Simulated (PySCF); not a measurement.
Cl2Si, triplet, geometry from GFN2-xTB (the spin is typed, not shown lowest), atoms displaced at random by about 0.1 Å a coordinate.

Input for PySCF:
```python
from pyscf import gto, scf, dft
from pyscf.geomopt import geometric_solver

mol = gto.M(
    atom='''
Si   -0.00139731    0.11826002    0.78363437
Cl    1.04070783    1.41343568   -0.08789040
Cl   -1.29096430   -1.16097859   -0.05703503
''',
    basis='6-31g',
    spin=2,
    verbose=3,
)

def method(m):
    mf = dft.UKS(m)
    mf.xc = 'pbe'
    return mf

conv, mol_eq = geometric_solver.kernel(method(mol), maxsteps=100)
print('optimisation converged:', conv)
print(mol_eq.tostring(format='xyz'))
mf = method(mol_eq)
mf.kernel()
```

Question: What does this run give for the HOMO energy, <S^2>, Mulliken (on the basis functions themselves) charges in atom order?

Answer: 
```json
{
  "HOMO energy": "-4.88 eV",
  "<S^2>": "2.003",
  "Mulliken (on the basis functions themselves) charges in atom order": "Si1 0.46, Cl2 -0.23, Cl3 -0.23"
}
```

These values belong to the state on which the SCF converged, which isn't shown to be the lowest.

Question: Roughly what does it cost on one core?

Answer: roughly 60 core-seconds.
